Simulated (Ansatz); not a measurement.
Sb(F)2(OMe) (CH3F2OSb), SMILES C[O][Sb]([F])[F].

Coordinates come from a B3LYP-D3(BJ)/def2-SVP optimisation. The def2 effective core potentials stand for the cores of Sb; spin–orbit coupling is left out. Other conformers were not sampled.

Two levels are set side by side: PBE/def2-SVPD (Ansatz, an electronic-structure program) and CAM-B3LYP/def2-SVPD (Ansatz). Energy differences of separate SCF runs at the same geometry; the states with an electron removed or added have multiplicity 2 and 2. Differences are taken from unrounded values.

```tsv
quantity	CAM-B3LYP	PBE	PBE minus CAM-B3LYP
vertical ionisation energy (eV)	10.91	10.50	-0.41
vertical singlet–triplet gap (eV)	5.50	5.07	-0.43
```
